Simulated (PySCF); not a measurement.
C3H8BGa.
Structure used (PBE0-D3(BJ)/def2-SVP), in Å, numbered top down from 1:
```xyz
13
C3H8BGa angstrom
B     -1.715   -0.535   -0.955
C     -1.093   -1.159    0.281
Ga    -0.243    0.461    1.127
C      1.492    1.022    0.443
C      1.987    0.507   -0.693
H     -1.099   -0.468   -1.999
H     -2.806   -0.005   -0.904
H     -1.778   -1.498    1.072
H     -0.246   -1.844    0.123
H     -0.977    1.145    2.333
H      2.084    1.790    0.958
H      2.949    0.826   -1.114
H      1.450   -0.258   -1.266
```

Computed geometry: PBE0-D3(BJ)/def2-SVP, gas phase.

Problem. Which atoms are bound to Ga3, and at what distances?

Solution. 3 atoms: H10 1.569 Å, C4 1.948 Å, C2 2.015 Å. The nearest atom not counted as bound is H8, at 2.49 Å.

Problem. List the angles at Ga3.

Solution. 
```
     angle  degrees  distance of the outer atoms (Å)
C4–Ga3–H10    124.1                             3.11
C2–Ga3–H10    118.4                             3.09
 C2–Ga3–C4    117.4                             3.39
```

Problem. What is the shape at Ga3?

Solution. Planar: angles 124.1°, 118.4° and 117.4°, sum 359.9°, 0.03 Å off the plane of its three neighbours. The Ga–C distances aren't all alike: 1.948 to 2.015 Å.

Problem. What are the other bond lengths?

Solution. B1–C2 1.518 Å; C4=C5 1.342 Å; B1–H6, B1–H7 1.214 Å; C2–H8, C2–H9 1.101 Å; C4–H11 1.098 Å; C5–H12 1.098 Å; C5–H13 1.097 Å.

Problem. Give some angles away from the centre.

Solution. B1–C2–Ga3 100.7°, Ga3–C4–C5 121.0°.

Problem. What are the rotational constants (commonest isotopes, rigid rotor)?

Solution. A = 4482, B = 2587, C = 1824 MHz: an asymmetric top.

Point group: C1 (no symmetry element, even within 0.4 Å). Charge 0, singlet. No frequency check.

One conformer stands for the species.
